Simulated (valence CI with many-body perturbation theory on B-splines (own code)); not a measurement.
**Sb XLV: calculated level list**

Calculated by configuration interaction combined with many-body perturbation theory (CI+MBPT): five valence electrons over a frozen Dirac-Fock core [He], radial functions for each j: 11 s, 11 p, 10 d, 8 f, 5 g, 2 h, with the one-electron correlation potential Σ1 (screened to all orders), the two-electron term Σ2, the three-electron term Σ3, Breit, model QED; selected single and double excitations, second order for the rest, scaled by the run's own slope (own B-spline code, finite nucleus).

No measured spectrum was set against this ion. As an estimate, large intervals hold to a few tenths of a per cent, small ones and those within an open d or f shell to about a per cent. Among the levels kept, up to 7200 cm⁻¹ of a level comes from second order outside the variational space, and about a tenth of that is noise between levels of different J, which matters for small intervals.

Levels 1 to 45 of 200, with energies above the lowest level, (2s^2 2p1/2^2 2p3/2) J=3/2. "Leading %" is the weight of the configuration and term that name the level; weights of strongly mixed levels are sums over their largest components and can fall short, so below about 35 % the name and the second component can differ from the true leading terms, or belong to a minority configuration. In the jj column 3d3/2^4 stands for four electrons in 3d with j = 3/2. Lifetimes count E1, E2, E3, M1 and M2 decay at the calculated energies, and are blank where another channel may lead or the interval is too uncertain; long ones can be off by a factor of two.

| No. | Configuration | Term | J | E (eV) | Leading % | g | Lifetime | Leading jj |
| --- | --- | --- | --- | --- | --- | --- | --- | --- |
| 1 | 2s2.2p3 | 2P° | 3/2 | 0.0 | 46 | 1.372 |  | 2s^2 2p1/2^2 2p3/2 (99 %) |
| 2 | 2s2.2p3 | 4S° | 3/2 | 247.0 | 54 | 1.436 | 6.43 ns | 2s^2 2p1/2 2p3/2^2 (99 %) |
| 3 | 2s2.2p3 | 2D° | 5/2 | 266.1 | 100 | 1.183 | 37.0 ns | 2s^2 2p1/2 2p3/2^2 (100 %) |
| 4 | 2s2.2p3 | 2P° | 1/2 | 294.6 | 100 | 0.644 | 9.17 ns | 2s^2 2p1/2 2p3/2^2 (100 %) |
| 5 | 2s.2p4 | 4P | 5/2 | 448.4 | 76 | 1.489 | 6.81 ps | 2s 2p1/2^2 2p3/2^2 (99 %) |
| 6 | 2s.2p4 | 2S | 1/2 | 511.7 | 58 | 2.127 | 1.75 ps | 2s 2p1/2^2 2p3/2^2 (98 %) |
| 7 | 2s.2p4 | 2P | 3/2 | 513.2 | 41 | 1.214 | 1.05 ps | 2s 2p1/2^2 2p3/2^2 (97 %) |
| 8 | 2s2.2p3 | 2P° | 3/2 | 542.6 | 53 | 1.280 | 3.01 ns | 2s^2 2p3/2^3 (99 %) |
| 9 | 2s.2p4 | 4P | 3/2 | 715.1 | 76 | 1.536 | 2.04 ps | 2s 2p1/2 2p3/2^3 (98 %) |
| 10 | 2s.2p4 | 2D | 5/2 | 745.7 | 76 | 1.277 | 2.06 ps | 2s 2p1/2 2p3/2^3 (99 %) |
| 11 | 2s.2p4 | 2P | 1/2 | 778.8 | 59 | 1.438 | 781 fs | 2s 2p1/2 2p3/2^3 (95 %) |
| 12 | 2s.2p4 | 2P | 3/2 | 790.3 | 52 | 1.069 | 758 fs | 2s 2p1/2 2p3/2^3 (99 %) |
| 13 | 2p5 | 2P° | 3/2 | 1013.3 | 99 | 1.318 | 698 fs | 2p1/2^2 2p3/2^3 (99 %) |
| 14 | 2s.2p4 | 2S | 1/2 | 1043.4 | 37 | 1.719 | 862 fs | 2s 2p3/2^4 (97 %) |
| 15 | 2p5 | 2P° | 1/2 | 1279.7 | 100 | 0.644 | 525 fs | 2p1/2 2p3/2^4 (100 %) |
| 16 | 2s2.2p2.3s | 4P | 1/2 | 4048.0 | 49 | 2.024 | 26.7 fs | 2s^2 2p1/2^2 3s (99 %) |
| 17 | 2s2.2p2.3p | 2P° | 1/2 | 4108.9 | 43 | 0.658 | 2.60 ps | 2s^2 2p1/2^2 3p1/2 (99 %) |
| 18 | 2s2.2p2.3p | 2P° | 3/2 | 4194.0 | 30 | 1.333 | 2.41 ps | 2s^2 2p1/2^2 3p3/2 (98 %) |
| 19 | 2s2.2p2.3d | 2D | 3/2 | 4254.1 | 39 | 0.784 | 18.5 fs | 2s^2 2p1/2^2 3d3/2 (99 %) |
| 20 | 2s2.2p2.3d | 2D | 5/2 | 4283.0 | 32 | 1.200 | 3.61 fs | 2s^2 2p1/2^2 3d5/2 (97 %) |
| 21 | 2s2.2p2.3s | 4P | 3/2 | 4300.1 | 88 | 1.671 | 37.6 fs | 2s^2 2p1/2 2p3/2 3s (99 %) |
| 22 | 2s2.2p2.3s | 2P | 1/2 | 4306.8 | 67 | 1.296 | 17.5 fs | 2s^2 2p1/2 2p3/2 3s (99 %) |
| 23 | 2s2.2p2.3s | 2D | 5/2 | 4316.4 | 60 | 1.337 | 46.7 fs | 2s^2 2p1/2 2p3/2 3s (98 %) |
| 24 | 2s2.2p2.3s | 2D | 3/2 | 4320.4 | 62 | 0.989 | 18.5 fs | 2s^2 2p1/2 2p3/2 3s (99 %) |
| 25 | 2s2.2p2.3p | 4P° | 1/2 | 4360.6 | 46 | 1.713 | 3.33 ps | 2s^2 2p1/2 2p3/2 3p1/2 (99 %) |
| 26 | 2s2.2p2.3p | 4D° | 3/2 | 4365.9 | 55 | 1.144 | 3.61 ps | 2s^2 2p1/2 2p3/2 3p1/2 (99 %) |
| 27 | 2s2.2p2.3p | 2F° | 5/2 | 4377.3 | 45 | 1.085 | 2.67 ps | 2s^2 2p1/2 2p3/2 3p1/2 (99 %) |
| 28 | 2s2.2p2.3p | 2P° | 3/2 | 4399.7 | 40 | 1.352 | 758 fs | 2s^2 2p1/2 2p3/2 3p1/2 (98 %) |
| 29 | 2s2.2p2.3p | 4D° | 5/2 | 4436.4 | 48 | 1.437 | 609 fs | 2s^2 2p1/2 2p3/2 3p3/2 (91 %) |
| 30 | 2s2.2p2.3p | 4P° | 1/2 | 4442.5 | 35 | 1.647 | 1.90 ps | 2s^2 2p1/2 2p3/2 3p3/2 (98 %) |
| 31 | 2s2.2p2.3p | 2D° | 3/2 | 4448.1 | 52 | 1.180 | 2.07 ps | 2s^2 2p1/2 2p3/2 3p3/2 (99 %) |
| 32 | 2s2.2p2.3p | 2F° | 7/2 | 4454.7 | 60 | 1.242 | 2.89 ps | 2s^2 2p1/2 2p3/2 3p3/2 (99 %) |
| 33 | 2s2.2p2.3p | 2P° | 3/2 | 4459.3 | 35 | 1.392 | 153 fs | 2s^2 2p1/2 2p3/2 3p3/2 (88 %) |
| 34 | 2s2.2p2.3p | 2D° | 5/2 | 4468.1 | 43 | 1.304 | 159 fs | 2s^2 2p1/2 2p3/2 3p3/2 (72 %) |
| 35 | 2s.2p3.3s | 4P° | 5/2 | 4480.1 | 27 | 1.540 | 100 fs | 2s 2p1/2^2 2p3/2 3s (62 %) |
| 36 | 2s2.2p2.3p | 2P° | 1/2 | 4482.9 | 83 | 0.664 | 302 fs | 2s^2 2p1/2 2p3/2 3p3/2 (96 %) |
| 37 | 2s.2p3.3s | 4S° | 3/2 | 4495.8 | 31 | 1.515 | 24.1 fs | 2s 2p1/2^2 2p3/2 3s (87 %) |
| 38 | 2s2.2p2.3d | 4F | 3/2 | 4507.2 | 43 | 0.936 | 9.74 fs | 2s^2 2p1/2 2p3/2 3d3/2 (98 %) |
| 39 | 2s2.2p2.3d | 4F | 5/2 | 4509.1 | 55 | 0.977 | 21.3 fs | 2s^2 2p1/2 2p3/2 3d3/2 (97 %) |
| 40 | 2s2.2p2.3d | 4D | 1/2 | 4510.7 | 80 | 0.231 | 20.3 fs | 2s^2 2p1/2 2p3/2 3d3/2 (99 %) |
| 41 | 2s2.2p2.3d | 2G | 7/2 | 4521.4 | 42 | 1.061 | 1.65 ps | 2s^2 2p1/2 2p3/2 3d3/2 (86 %) |
| 42 | 2s2.2p2.3d | 4D | 7/2 | 4526.7 | 49 | 1.297 | 118 fs | 2s^2 2p1/2 2p3/2 3d5/2 (92 %) |
| 43 | 2s2.2p2.3d | 2F | 5/2 | 4527.0 | 26 | 1.211 | 2.71 fs | 2s^2 2p1/2 2p3/2 3d3/2 (66 %) |
| 44 | 2s2.2p2.3d | 2D | 3/2 | 4531.9 | 35 | 1.177 | 3.51 fs | 2s^2 2p1/2 2p3/2 3d3/2 (61 %) |
| 45 | 2s.2p3.3s | 4D° | 1/2 | 4538.4 | 38 | 0.748 | 22.5 fs | 2s 2p1/2^2 2p3/2 3s (93 %) |

The ionisation energy to 2s2.2p2 3P_0 of the next ion comes out as 7390.5 eV (NIST: 7390 ± 4 eV (theoretical)). All 200 levels together are meant to be complete up to 5162.9 eV.
